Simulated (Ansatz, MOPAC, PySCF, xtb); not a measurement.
GeH4 (SMILES [GeH4]) and CH5N (SMILES CN) are pulled apart as rigid monomers along the line of their centres of mass, from the B3LYP-D3(BJ)/def2-TZVP minimum. Starting geometry (charge 0, multiplicity 1):
| atom | x (Å) | y (Å) | z (Å) |
|---|---|---|---|
| Ge | 0.1056 | 0.2676 | 0.4932 |
| H | 0.5397 | 1.7002 | 0.8242 |
| H | -1.3136 | -0.0119 | 1.0041 |
| H | 1.0990 | -0.7557 | 1.0585 |
| H | 0.0934 | 0.1152 | -1.0462 |
| C | -0.3100 | -0.9255 | 4.0728 |
| N | 0.0805 | 0.4239 | 3.6679 |
| H | 0.4138 | -1.6402 | 3.6782 |
| H | -1.2767 | -1.1661 | 3.6280 |
| H | -0.3855 | -1.0801 | 5.1567 |
| H | 0.9856 | 0.6709 | 4.0493 |
| H | -0.5833 | 1.1111 | 4.0038 |

Interaction energies with rigid monomers; basis-set methods are counterpoise corrected unless marked otherwise.

Rows in 6-31G* carry no dispersion term and start afresh at each structure (6-31G* with six Cartesian d functions); the Pople sets are all-electron and without relativity. MP2/6-31G* freezes PySCF's default core, which leaves 3d correlated. The state that PM6 reach isn't checked.

Run with Ansatz (Gaussian orbitals); MOPAC for PM6 (differences of heats of formation); PySCF for 6-31G* rows, the dispersion terms; xtb for the GFN methods. Values without a source in brackets are computed.

```csv
Ge1···N7 (Å),PM6 (kJ/mol),GFN2-xTB (kJ/mol),PBE/def2-TZVPPD (kJ/mol),r2SCAN-D3(BJ)/def2-TZVPPD (kJ/mol),MP2/6-31G* (no counterpoise) (kJ/mol)
2.87,11.7,[?],-0.1,-7.4,-9.3
3.18,2.7,-22.9,[?],-11.2,-13.5
3.65,-0.5,-12.8,-5.5,-8.9,-12.2
4.43,-0.3,-3.7,-2.6,-3.9,-7.1
5.69,-0.1,-0.6,-0.6,-0.9,-1.2
```

### Question
Complete the blanks.

### Answer

- 3.18, PBE/def2-TZVPPD (kJ/mol): -5.6
- 2.87, GFN2-xTB (kJ/mol): -28.0

Ansatz is an electronic-structure program.
